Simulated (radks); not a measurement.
The numbers below are computed, except where a source is named.
All-electron atom: O+ in [He] 2s2 2p3.

Code: a radial shooting solver on a logarithmic mesh with Libxc functionals. Model: scalar-relativistic Kohn-Sham, BLYP, spin-unpolarised, spherical densities, point nucleus.

Energy parts (hartree):
part                      energy
total                  -74.47675
kinetic                 74.40717
electron-nucleus      -172.77554
Hartree                 31.80474
exchange-correlation    -7.91312

Orbitals (lengths in bohr, moments of r in powers of bohr; r(max) is where P^2 peaks; r(90%) holds 90 % of the orbital's charge):
| orbital | occ. | eigenvalue (hartree) | r(max) | r(90%) | <r^2> |
|---|---|---|---|---|---|
| 1s | 2 | -19.63642 | 0.1291 | 0.357 | 0.05378 |
| 2s | 2 | -1.45265 | 0.8518 | 1.73 | 1.418 |
| 2p | 3 | -0.89873 | 0.7763 | 1.89 | 1.579 |

The highest occupied level is 2p at -24.456 eV. For comparison, the ionisation energy in NIST's Atomic Spectra Database is 35.121 eV (measured). In exact Kohn-Sham theory the highest level is minus the ionisation energy, but local and semilocal functionals leave it too shallow, through self-interaction and a potential that decays too fast; potentials with the right tail come closer.

Beside tabulated values, note that spin-unpolarised runs miss the spin-polarisation part of the exchange energy of open shells.
